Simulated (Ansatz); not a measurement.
C2H9InN2O (`C[N](C)[In]([NH2])[OH]`), relaxed with RKS PBE0-D4/def2-TZVP in the Gaussian-basis code of Ansatz from a GFN2-xTB geometry. The force threshold is 0.005 eV/Å; the program also tests the step.

The species carries charge 0 and has multiplicity 1. In takes the def2 core potential.

Start:

```xyz
15

C     0.724    1.514   -1.089
N    -0.289    0.754   -0.394
C    -1.238    0.167   -1.307
In    0.382   -0.633    1.089
N    -0.718   -2.283    1.699
O     1.622   -0.008    2.484
H     0.249    2.388   -1.550
H     1.228    0.947   -1.886
H     1.469    1.868   -0.371
H    -1.922   -0.471   -0.746
H    -1.816    0.969   -1.777
H    -0.768   -0.422   -2.108
H    -0.663   -3.055    1.039
H    -0.258   -2.598    2.549
H     1.999    0.862    2.368
```

Task: By how much does the energy fall, and how many steps does the optimiser take? (Estimate.)

Result: Ansatz gave: 22.91 kJ/mol, in 11 steps.

Task: Which bonds change most? (Best estimate.)

Result: Computed: N2–In4 from 2.139 to 2.010 Å; In4–N5 from 2.075 to 2.017 Å; In4–O6 from 1.969 to 1.988 Å; C1–N2 from 1.444 to 1.437 Å.

Task: Give the relaxed structure. (Best estimate.)

Result: Computed: 
```xyz
15

C     0.687    1.527   -0.968
N    -0.107    0.429   -0.491
C    -1.129    0.030   -1.420
In    0.321   -0.602    1.180
N    -0.763   -2.151    1.881
O     1.767    0.077    2.364
H     0.070    2.419   -1.156
H     1.206    1.291   -1.911
H     1.451    1.811   -0.238
H    -1.733   -0.788   -1.019
H    -1.817    0.861   -1.641
H    -0.713   -0.306   -2.383
H    -1.133   -2.778    1.180
H    -0.283   -2.704    2.579
H     2.175    0.884    2.043
```
